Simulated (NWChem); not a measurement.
System: C2H6OSi; SMILES C1C[SiH2]O1

Output (shortened):

```
             Northwest Computational Chemistry Package (NWChem) 7.3.0
             --------------------------------------------------------

 CS  symmetry detected

                             Geometry "geometry" -> ""
                             -------------------------

 Output coordinates in angstroms (scale by  1.889725989 to convert to a.u.)

  No.       Tag          Charge          X              Y              Z
 ---- ---------------- ---------- -------------- -------------- --------------
    1 C                    6.0000     0.21142071    -1.28722513     0.00000000
    2 C                    6.0000    -1.15525184    -0.54245155     0.00000000
    3 Si                  14.0000    -0.05446723     1.00183817     0.00000000
    4 O                    8.0000     1.17105848    -0.19194382     0.00000000
    5 H                    1.0000     0.36232816    -1.92484047     0.89955600
    6 H                    1.0000     0.36232816    -1.92484047    -0.89955600
    7 H                    1.0000    -1.77396356    -0.71564016     0.90126800
    8 H                    1.0000    -1.77396356    -0.71564016    -0.90126800
    9 H                    1.0000    -0.05983456     1.88441875    -1.22047000
   10 H                    1.0000    -0.05983456     1.88441875     1.22047000

 Effective nuclear repulsion energy (a.u.)     171.8890243964

      Symmetry information
      --------------------

 Group name             Cs
 Group number              2
 Group order               2
 No. of unique centers     7

                                 NWChem DFT Module
                                 -----------------

 Summary of "ao basis" -> "ao basis" (spherical)
 ------------------------------------------------------------------------------
       Tag                 Description            Shells   Functions and Types
 ---------------- ------------------------------  ------  ---------------------
 C                          def2-svp                 6       14   3s2p1d
 Si                         def2-svp                 8       18   4s3p1d
 O                          def2-svp                 6       14   3s2p1d
 H                          def2-svp                 3        5   2s1p

      Symmetry analysis of basis
      --------------------------

        a'         58
        a"         32

            General Information
            -------------------
          SCF calculation type: DFT
          Wavefunction type:  closed shell.
          No. of atoms     :    10
          No. of electrons :    40
           Alpha electrons :    20
            Beta electrons :    20
          Charge           :     0
          Spin multiplicity:     1
          Use of symmetry is: on ; symmetry adaption is: on
          Maximum number of iterations: 150
          AO basis - number of functions:    90
                     number of shells:    44
          Convergence on energy requested:  1.00D-06
          Convergence on density requested:  1.00D-05
          Convergence on gradient requested:  5.00D-04

              XC Information
              --------------
                         SCAN Method XC Functional
                  SCAN metaGGA Exchange Functional  1.000
                        SCAN Correlation Potential  1.000

             Grid Information
             ----------------
          Grid used for XC integration:  fine
          Radial quadrature: Mura-Knowles
          Angular quadrature: Lebedev.
          Tag              B.-S. Rad. Rad. Pts. Rad. Cut. Ang. Pts.
          ---              ---------- --------- --------- ---------
          C                   0.70       70          10.0       590
          Si                  1.10      123          10.0       770
          O                   0.60       70           9.0       590
          H                   0.35       60          12.0       590
          Grid pruning is: on
          Number of quadrature shells:   513
          Spatial weights used:  Erf1

      Superposition of Atomic Density Guess
      -------------------------------------

 Sum of atomic energies:        -441.67499331

      Non-variational initial energy
      ------------------------------

 Total energy =    -443.727229
 1-e energy   =    -948.803998
 2-e energy   =     333.187745
 HOMO         =      -0.342532
 LUMO         =       0.031129

      Symmetry analysis of molecular orbitals - initial
      -------------------------------------------------

  Numbering of irreducible representations:

     1 a'          2 a"

  Orbital symmetries:

     1 a'          2 a'          3 a'          4 a'          5 a'
     6 a'          7 a"          8 a'          9 a'         10 a'
    11 a'         12 a'         13 a"         14 a'         15 a'
    16 a"         17 a"         18 a'         19 a"         20 a'
    21 a'         22 a'         23 a"         24 a'         25 a'
    26 a'         27 a"         28 a'         29 a"         30 a'

     ---------------------------------------------
      Total Density - Mulliken Population Analysis
     ---------------------------------------------

    Atom       Charge   Shell Charges
 -----------   ------   -------------------------------------------------------
    1 C    6     5.73   1.99  0.93  0.20  1.75  0.81  0.05
    2 C    6     6.54   1.99  0.98  0.31  2.08  1.17  0.02
    3 Si  14    13.10   2.00  1.99  0.96  0.26  5.93  0.98  0.76  0.22
    4 O    8     8.87   1.99  1.11  0.73  3.05  1.98  0.01
    5 H    1     0.92   0.69  0.21  0.02
    6 H    1     0.92   0.69  0.21  0.02
    7 H    1     0.87   0.65  0.19  0.03
    8 H    1     0.87   0.65  0.19  0.03
    9 H    1     1.09   0.70  0.39  0.01
   10 H    1     1.09   0.70  0.39  0.01

   convergence    iter        energy       DeltaE   RMS-Dens  Diis-err
 ---------------- ----- ----------------- --------- --------- ---------
 d= 0,ls=0.0,diis     1   -444.2097991182 -6.16D+02  1.73D-02  5.62D-01
 d= 0,ls=0.0,diis     2   -444.0863066600  1.23D-01  1.19D-02  1.82D+00
 d= 0,ls=0.0,diis     3   -444.2750090020 -1.89D-01  1.96D-03  3.87D-02
 d= 0,ls=0.0,diis     4   -444.2778240913 -2.82D-03  8.45D-04  8.30D-03
 d= 0,ls=0.0,diis     5   -444.2788444737 -1.02D-03  1.87D-04  3.51D-04
  Resetting Diis
 d= 0,ls=0.0,diis     6   -444.2788897911 -4.53D-05  4.62D-05  1.52D-05
 d= 0,ls=0.0,diis     7   -444.2788919014 -2.11D-06  2.08D-05  8.72D-07
 d= 0,ls=0.0,diis     8   -444.2788918013  1.00D-07  1.20D-05  1.67D-06
 d= 0,ls=0.0,diis     9   -444.2788920263 -2.25D-07  1.66D-06  3.09D-08

         Total DFT energy =     -444.278892026311
      One electron energy =     -952.213711674187
           Coulomb energy =      378.579488651027
    Exchange-Corr. energy =      -42.533693399542
 Nuclear repulsion energy =      171.889024396391

 Numeric. integr. density =       40.000004017222

                  Occupations of the irreducible representations
                  ----------------------------------------------

                     irrep           alpha         beta
                     --------     --------     --------
                     a'               15.0         15.0
                     a"                5.0          5.0

                       DFT Final Molecular Orbital Analysis
                       ------------------------------------

 Vector   18  Occ=2.000000D+00  E=-2.815781D-01  Symmetry=a'
              MO Center= -7.1D-03, -2.7D-01, -8.1D-15, r^2= 3.0D+00
   Bfn.  Coefficient  Atom+Function         Bfn.  Coefficient  Atom+Function
  ----- ------------  ---------------      ----- ------------  ---------------
    19      0.307942   2 C  py               50     -0.254554   4 O  px
     4      0.230404   1 C  px               22      0.205656   2 C  py
    37     -0.201725   3 Si py               53     -0.195332   4 O  px
    51      0.183542   4 O  py                5     -0.180024   1 C  py
    18     -0.153946   2 C  px               40     -0.143790   3 Si py

 Vector   19  Occ=2.000000D+00  E=-2.697305D-01  Symmetry=a'
              MO Center=  5.8D-02, -1.1D-01,  1.1D-14, r^2= 2.6D+00
   Bfn.  Coefficient  Atom+Function         Bfn.  Coefficient  Atom+Function
  ----- ------------  ---------------      ----- ------------  ---------------
    50      0.429226   4 O  px               53      0.313800   4 O  px
    19      0.268499   2 C  py               18      0.224536   2 C  px
    36     -0.199236   3 Si px               17      0.179716   2 C  s
    22      0.148661   2 C  py               32      0.133976   3 Si s
    21      0.126725   2 C  px               71     -0.118204   7 H  s

 Vector   20  Occ=2.000000D+00  E=-2.382340D-01  Symmetry=a"
              MO Center=  7.6D-01, -1.9D-01, -8.8D-16, r^2= 2.5D+00
   Bfn.  Coefficient  Atom+Function         Bfn.  Coefficient  Atom+Function
  ----- ------------  ---------------      ----- ------------  ---------------
    52      0.528799   4 O  pz               55      0.396825   4 O  pz
    61     -0.196505   5 H  s                66      0.196505   6 H  s
    82      0.187495   9 H  s                87     -0.187495  10 H  s
     6     -0.171745   1 C  pz               81      0.148121   9 H  s
    86     -0.148121  10 H  s                62     -0.135998   5 H  s

 Vector   21  Occ=0.000000D+00  E=-1.659681D-02  Symmetry=a'
              MO Center= -1.1D-01,  9.9D-01,  5.3D-14, r^2= 3.4D+00
   Bfn.  Coefficient  Atom+Function         Bfn.  Coefficient  Atom+Function
  ----- ------------  ---------------      ----- ------------  ---------------
    39      0.970282   3 Si px               17      0.791691   2 C  s
    49     -0.463036   4 O  s                32     -0.329358   3 Si s
     7      0.315888   1 C  px               36      0.292926   3 Si px
     3     -0.290219   1 C  s                21      0.227913   2 C  px
    22      0.210071   2 C  py                4      0.165860   1 C  px

 Vector   22  Occ=0.000000D+00  E= 3.812119D-02  Symmetry=a'
              MO Center= -3.0D-01,  3.9D-01,  3.5D-13, r^2= 5.6D+00
   Bfn.  Coefficient  Atom+Function         Bfn.  Coefficient  Atom+Function
  ----- ------------  ---------------      ----- ------------  ---------------
    40      1.369482   3 Si py               17      1.259750   2 C  s
     3      0.982936   1 C  s                82     -0.618878   9 H  s
    87     -0.618878  10 H  s                72     -0.511781   7 H  s
    77     -0.511781   8 H  s                62     -0.452885   5 H  s
    67     -0.452885   6 H  s                31      0.364908   3 Si s

 Vector   23  Occ=0.000000D+00  E= 6.077438D-02  Symmetry=a"
              MO Center= -5.9D-01, -2.3D-02, -4.8D-14, r^2= 4.8D+00
   Bfn.  Coefficient  Atom+Function         Bfn.  Coefficient  Atom+Function
  ----- ------------  ---------------      ----- ------------  ---------------
    41      0.873649   3 Si pz               72     -0.738322   7 H  s
    77      0.738322   8 H  s                82      0.669219   9 H  s
    87     -0.669219  10 H  s                23      0.501426   2 C  pz
    62     -0.415504   5 H  s                67      0.415504   6 H  s
    38      0.271071   3 Si pz                9      0.265052   1 C  pz

     ---------------------------------------------
      Total Density - Mulliken Population Analysis
     ---------------------------------------------

    Atom       Charge   Shell Charges
 -----------   ------   -------------------------------------------------------
    1 C    6     5.78   1.99  0.93  0.12  2.00  0.69  0.06
    2 C    6     6.37   1.99  0.90  0.33  2.09  1.03  0.02
    3 Si  14    13.37   2.00  1.98  1.01  0.18  5.93  1.22  0.73  0.31
    4 O    8     8.52   1.99  1.09  0.76  2.84  1.83  0.01
    5 H    1     0.96   0.75  0.18  0.02
    6 H    1     0.96   0.75  0.18  0.02
    7 H    1     0.92   0.73  0.17  0.03
    8 H    1     0.92   0.73  0.17  0.03
    9 H    1     1.10   0.74  0.35  0.01
   10 H    1     1.10   0.74  0.35  0.01

     -------------------------------------------
      Total Density - Lowdin Population Analysis
     -------------------------------------------

    Atom       Charge   Shell Charges
 -----------   ------   -------------------------------------------------------
    1 C    6     5.91   1.96  0.60  0.30  1.80  1.10  0.14
    2 C    6     6.24   1.96  0.61  0.34  1.90  1.37  0.06
    3 Si  14    13.42   2.00  1.93  0.65  0.33  5.82  1.24  0.99  0.47
    4 O    8     8.32   1.97  0.94  0.64  2.71  2.04  0.02
    5 H    1     0.98   0.65  0.26  0.07
    6 H    1     0.98   0.65  0.26  0.07
    7 H    1     0.96   0.63  0.26  0.07
    8 H    1     0.96   0.63  0.26  0.07
    9 H    1     1.11   0.65  0.44  0.02
   10 H    1     1.11   0.65  0.44  0.02

     Multipole analysis of the density
     ---------------------------------

     L   x y z        total         alpha         beta         nuclear
     -   - - -        -----         -----         ----         -------
     0   0 0 0     -0.000000    -20.000000    -20.000000     40.000000

     1   1 0 0     -0.732011     -0.366006     -0.366006     -0.000000
     1   0 1 0     -0.136433     -0.068216     -0.068216     -0.000000
     1   0 0 1      0.000000      0.000000      0.000000      0.000000

     2   2 0 0    -25.856263    -59.087723    -59.087723     92.319182
     2   1 1 0      0.345302     -0.690930     -0.690930      1.727162
     2   1 0 1      0.000000      0.000000      0.000000      0.000000
     2   0 2 0    -22.978354    -85.749174    -85.749174    148.519995
     2   0 1 1     -0.000000     -0.000000     -0.000000      0.000000
     2   0 0 2    -24.081943    -23.150667    -23.150667     22.219391

            General Information
            -------------------
          SCF calculation type: DFT
          Wavefunction type:  closed shell.
          No. of atoms     :    10
          No. of electrons :    40
           Alpha electrons :    20
            Beta electrons :    20
          Charge           :     0
          Spin multiplicity:     1
          Use of symmetry is: on ; symmetry adaption is: on
          Maximum number of iterations: 150
          AO basis - number of functions:    90
                     number of shells:    44
          Convergence on energy requested:  1.00D-06
          Convergence on density requested:  1.00D-05
          Convergence on gradient requested:  5.00D-04

              XC Information
              --------------
                         SCAN Method XC Functional
                  SCAN metaGGA Exchange Functional  1.000
                        SCAN Correlation Potential  1.000

[...]

                         DFT ENERGY GRADIENTS

    atom               coordinates                        gradient
                 x          y          z           x          y          z
   1 C       0.399527  -2.432503   0.000000   -0.000584   0.002380   0.000000
   2 C      -2.183109  -1.025085   0.000000   -0.000582  -0.001268   0.000000
   3 Si     -0.102928   1.893200   0.000000   -0.004607   0.003707   0.000000
   4 O       2.212980  -0.362721   0.000000    0.010690  -0.002432   0.000000
   5 H       0.684701  -3.637421   1.699914    0.000333  -0.003741   0.004204
   6 H       0.684701  -3.637421  -1.699914    0.000333  -0.003741  -0.004204
   7 H      -3.352305  -1.352364   1.703150   -0.002756  -0.000343   0.003678
   8 H      -3.352305  -1.352364  -1.703150   -0.002756  -0.000343  -0.003678
   9 H      -0.113071   3.561035  -2.306354   -0.000036   0.002889  -0.003859
  10 H      -0.113071   3.561035   2.306354   -0.000036   0.002889   0.003859
```

Level: SCAN/def2-SVP. All runs use the structure optimised with PBE-D3(BJ)/def2-SVP.

Q: Write an input that gives this output.

A: This is not unique; one that fits is the input that was run:
```
start job
memory heap 200 mb stack 900 mb global 1100 mb
geometry units angstroms noautoz
  C      0.281379    -1.291761     0.000000
  C     -1.115664    -0.605647     0.000000
  Si    -0.081396     0.983959     0.000000
  O      1.193679    -0.156748     0.000000
  H      0.459205    -1.922399     0.899556
  H      0.459205    -1.922399    -0.899556
  H     -1.726470    -0.804932     0.901268
  H     -1.726470    -0.804932    -0.901268
  H     -0.124207     1.865517    -1.220470
  H     -0.124207     1.865517     1.220470
end
basis spherical
  C library def2-svp
  Si library def2-svp
  O library def2-svp
  H library def2-svp
end
dft
  xc scan
  grid fine
  iterations 150
  mulliken
end
task dft gradient
```
